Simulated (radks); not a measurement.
The numbers below are computed, except where a source is named.
All-electron atom: Cs in [Xe] 6s1. Code: a radial shooting solver on a logarithmic mesh with Libxc functionals. Model: scalar-relativistic Kohn-Sham, r2SCAN, spin-polarised, spherical densities, finite nucleus; open shells are filled with parallel spins first (spin-orbit coupling, left out, can overturn this in heavy ions); meta-GGA in the generalised Kohn-Sham scheme; Fermi nuclear charge, rms radius 4.8041 fm.

Radial electron density D(r) = 4 pi r^2 rho(r):

r (bohr),D(r) (e/bohr),spin D(r)
0.004409,23.41,0.000546
0.005132,28.56,0.000658
0.006023,34.71,0.000785
0.007068,41.48,0.000915
0.008228,48.27,0.00103
0.009656,55.38,0.00113
0.01133,61.92,0.00118
0.01319,67.03,0.00116
0.01548,70.61,0.00105
0.01817,71.90,0.000834
0.02115,70.93,0.000547
0.02482,68.15,0.000207
0.02912,64.83,-0.0000737
0.0339,62.85,-0.000161
0.03979,63.80,0.0000682
0.04669,68.91,0.000692
0.05436,77.06,0.00156
0.06379,86.51,0.00244
0.07485,92.84,0.00281
0.08714,92.76,0.00232
0.1023,85.77,0.00102
0.12,75.37,-0.000259
0.1397,68.17,-0.000292
0.1639,68.08,0.00159
0.1924,74.47,0.00444
0.224,79.51,0.00573
0.2628,75.61,0.00397
0.3084,60.58,0.000682
0.3591,42.53,0.000266
0.4214,29.45,0.00513
0.4945,26.85,0.0114
0.5757,30.04,0.0114
0.6756,31.41,0.00355
0.7928,26.96,-0.00229
0.9229,19.49,0.00446
1.083,12.44,0.0231
1.271,8.452,0.0375
1.48,6.906,0.0328
1.736,5.964,0.0102
2.038,4.717,-0.00846
2.372,3.259,0.000478
2.784,1.872,0.0447
3.267,0.9448,0.111
3.803,0.4971,0.174
4.463,0.3147,0.219
5.237,0.2447,0.222
6.097,0.1889,0.185
7.155,0.1229,0.123
8.396,0.06364,0.0636
9.775,0.02666,0.0267
11.47,0.008014,0.00801
13.46,0.001752,0.00175
15.67,0.0003009,0.000301

D(r) has 4 maxima, at r = 0.0183, 0.0804, 0.229, 0.649 bohr, and minima at 0.0353, 0.151, 0.475 bohr, inside which lie 1.97, 11.16, 28.91 electrons.
